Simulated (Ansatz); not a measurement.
Reaction (hydrogenolysis of a C–B bond): `BC1C=CN1` + H₂ → `C1=CNC1` + BH₃

Gas-phase electronic energies from Ansatz, PBE0-D4/def2-TZVP geometries. CCSD(T)/CBS is the MP2 limit (def2-TZVPP, def2-QZVPP) plus CCSD(T) − MP2 in def2-TZVPP, frozen cores. This one scheme is used for every species. Functionals use def2-TZVPP.

```json
{"level": "PBE-D4", "ΔE (kJ/mol)": "44.7"}
{"level": "r2SCAN-D4", "ΔE (kJ/mol)": "37.1"}
{"level": "r2SCANh-D4", "ΔE (kJ/mol)": "33.3"}
{"level": "SCS-MP2/def2-TZVPP", "ΔE (kJ/mol)": "11.4"}
```

What does CCSD(T)/CBS give? (Best estimate.)

The calculation gave: +16.3 kJ/mol. The listed levels differ from it by 28.4, 20.8, 17.0, -4.9 kJ/mol.

Largest T1 diagnostic among the species: 0.015.

From BLYP to BHLYP (50 % exact exchange), in def2-TZVPP and without D4, ΔE moves by −20.4 kJ/mol. In def2-TZVPP, CCSD(T) changes the Hartree–Fock value by +61.3 kJ/mol (the triples alone add +13.1 kJ/mol) and MP2 by +77.5 kJ/mol. Leaving LDA and LC-ωPBE aside and taking each functional with its dispersion term where it has one, the values, not all of them listed here, spread over 45.6 kJ/mol, from BHLYP-D4 to PBE-D4. LDA lies +28.8 kJ/mol from PBE without D4.
